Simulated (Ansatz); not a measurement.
FH3NOSi (`[NH][SiH](O)F`) radical, relaxed with UKS PBE0-D4/def2-TZVP in Ansatz from a PBE-D4/def2-SVP geometry. The force threshold is 0.005 eV/Å; the program also tests the step.

Charge 0, multiplicity 2.

Start:

```xyz
7

N     0.617    0.756   -1.077
Si   -0.358   -0.159    0.077
O     0.189    0.154    1.612
F    -0.213   -1.757   -0.261
H     0.428    0.474   -2.060
H    -1.808    0.200    0.033
H     1.145    0.332    1.676
```

Problem. How much energy does the relaxation release, and in how many steps? (Best estimate.)

Solution. The calculation gave: 1.91 kcal/mol, in 27 steps, 5 of them rejected.

Problem. Which bonds change most? (An estimate is asked.)

Solution. Computed: Si2–F4 from 1.640 to 1.592 Å; Si2–O3 from 1.659 to 1.623 Å; N1–Si2 from 1.767 to 1.741 Å; Si2–H6 from 1.494 to 1.474 Å.

Problem. Give the relaxed structure. (Estimate.)

Solution. Computed: 
```xyz
7

N     0.738    0.429   -1.142
Si   -0.345   -0.217    0.058
O     0.173    0.280    1.514
F    -0.228   -1.796   -0.107
H     0.315    0.858   -1.966
H    -1.773    0.138   -0.025
H     1.119    0.308    1.668
```
